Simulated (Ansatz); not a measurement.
Frontier orbitals of F$_{3}$H$_{3}$SiSn (`F[Si](F)(F)[SnH3]`).

Charge 0, multiplicity 1. Correlated methods include outer-core shells of Sn, which these sets cover unevenly. Sn takes the def2 core potential. The geometry is a stationary point of PBE0-D4/def2-TZVP. Basis def2-TZVPP, Ansatz.

Orbital energies of one run (eV). Highest occupied ones, from the top: -11.16, -12.08, -12.08, -14.69, -15.18, -15.18, -15.90, -15.90, -16.42, -17.30, -17.30, -18.00, -19.51, -31.31. Empty: 1.64, 1.64, 1.88, 2.29, 3.46, 3.46.

(1) Which functional gave them?
A. LDA (SPW92)
B. B3LYP
C. BHLYP
D. ωB97X-V

## Answers

(1) D. HOMO energies: ωB97X-V -11.16, B3LYP -8.71, BHLYP -10.04, LDA (SPW92) -7.83 eV.

B3LYP here is the variant with VWN-RPA as its local correlation; programs differ in this.
